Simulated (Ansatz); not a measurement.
Reactions of C2H4OSi, SMILES `O=C1C[SiH2]1`.

Calculated with Ansatz (gas phase, PBE0-D4/def2-TZVP geometries, no zero-point term in ΔE). CBS: MP2 limit from def2 TZ/QZ plus the TZ coupled-cluster correction, frozen cores. This one scheme is used for every species, atoms too. DFT in def2-TZVPP. No spin–orbit coupling; open shells (•) take unrestricted orbitals. Spin–orbit coupling would lower the free atoms: a little for C, O, Si. Each species was taken in one conformer, which may not be the lowest.

```tsv
reaction	CCSD(T)/CBS(def2) (kcal/mol)
`O=C1C[SiH2]1` → 2 C• + 4 H• + O• + Si•	?
`O=C1C[SiH2]1` → `[SiH3]C1=CO1`	40.2
`O=C1C[SiH2]1` → `C#C[SiH2]O`	-46.8
`O=C1C[SiH2]1` → `C1=C[SiH2]O1`	-38.8
```

**Question.** Fill in the missing values. (Estimate.)

**Answer.** The calculation gave: `O=C1C[SiH2]1` → 2 C• + 4 H• + O• + Si•: +717.1 kcal/mol.

Largest T1 diagnostic: 0.024, for `[SiH3]C1=CO1`.
